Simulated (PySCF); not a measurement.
An unknown shows these calculated signals:

$^{1}$H NMR (300 MHz, computed): δ 11.02 (m, 1H), 8.31 (m, 1H), 2.73 (s, 3H).

$^{13}$C{$^{1}$H} NMR (computed): δ 211.0 (C), 203.1 (C), 200.7 (CH), 176.8 (C), 128.7 (CH), 26.6 (CH3).

Theory: coordinates at the GFN2-xTB level, NMR shieldings at PBE0/pcSseg-1/GIAO, in PySCF (one computed conformer, fast rotation and ring inversion assumed for equivalent nuclei, isolated molecule, no relativistic terms).

Scale: $^{1}$H (σref 31.72), $^{13}$C (σref 186.93) against TMS (reference shieldings calculated alike).

Problem. Which of these does the molecule contain: a tert-butyl group, a ketone, an amide, an N-methyl group?

Solution. 
- A tert-butyl group: no.
- A ketone: yes (δC 203.1).
- An amide: no.
- An N-methyl group: no.

The data belong to `CC(=O)c1cc(F)pcp1`, C$_{6}$H$_{5}$FOP$_{2}$; they needn't prove each group on their own.

Carbon signals by region: 4 in the far downfield region (above 160 ppm), 1 in the sp2 and nitrile region (100–160 ppm), 1 below 50 ppm. Above 160 ppm: 211.0, aromatic carbon bearing fluorine, 203.1, ketone carbonyl carbon, 200.7, aromatic CH, 176.8, substituted aromatic carbon.

Splittings by $^{19}$F and $^{31}$P in the carbon and heteronuclear signals aren't shown, as no couplings were computed. Shifts are as computed. Against solution values, carbons near 30 ppm lie about +3 ppm off and those near 130 ppm about +5 ppm. Of 1211 compounds with measured shifts, 218 miss one by over three times the rms of a fit or turn the order of signals round; such compounds aren't used in these exercises. No couplings were computed; multiplicities are counted from neighbouring protons, with m where these are inequivalent, close in shift, in a saturated or five-membered ring or joined by F or P, and br s for small geminal =CH2 splittings.
